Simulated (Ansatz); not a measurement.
```yaml
crystal:
  periodic: [false, false, false]
  atoms:
    - {symbol: C, position_ang: [-1.271443, -0.195320, 0.101344]}
    - {symbol: Ge, position_ang: [0.540638, 0.212510, -0.429708]}
    - {symbol: S, position_ang: [2.123609, -0.946258, 0.577107]}
    - {symbol: Cl, position_ang: [0.805302, -0.208513, -2.513756]}
    - {symbol: Cl, position_ang: [0.874003, 2.316087, -0.129886]}
    - {symbol: H, position_ang: [-1.465680, -1.252589, -0.077634]}
    - {symbol: H, position_ang: [-1.396155, 0.029458, 1.160843]}
    - {symbol: H, position_ang: [-1.958136, 0.414955, -0.485045]}
    - {symbol: H, position_ang: [1.836361, -0.416530, 1.779533]}
basis:
  gaussian: {orbitals: def2-TZVP, final_grid: {core_spheres: 20, valence_spheres: 16, degree: 47}}
hamiltonian: {xc: {name: B2PLYP}}
smearing: {width: 0.1}
output: {forces: true}
```

```sh
$ ansatz run in.yaml --threads 4 --pin off --events-out ev --progress --plain --max-ram 10444MiB
```

Shortened log:

```
Error: YAML parse error: error: line 16 column 1: unknown field `smearing`, expected one of crystal, accuracy, basis, kpoints, hamiltonian, magnetization, projection, total_charge, correlation, batch, efield, external_charges, scf, relax, neb, saddle, md, ramp, phonons, dielectric, real_time, elastic, magnetic_configurations, gw, evaluate, workflow, output, checkpoint, execution
14 |   gaussian: {orbitals: def2-TZVP, final_grid: {core_spheres: 20, …
15 | hamiltonian: {xc: {name: B2PLYP}}
16 | smearing: {width: 0.1}
17 | output: {forces: true}
```

(1) Something in this input is off. What?

Results:

(1) The input holds a key that doesn't belong there. The input was rejected before any iteration.
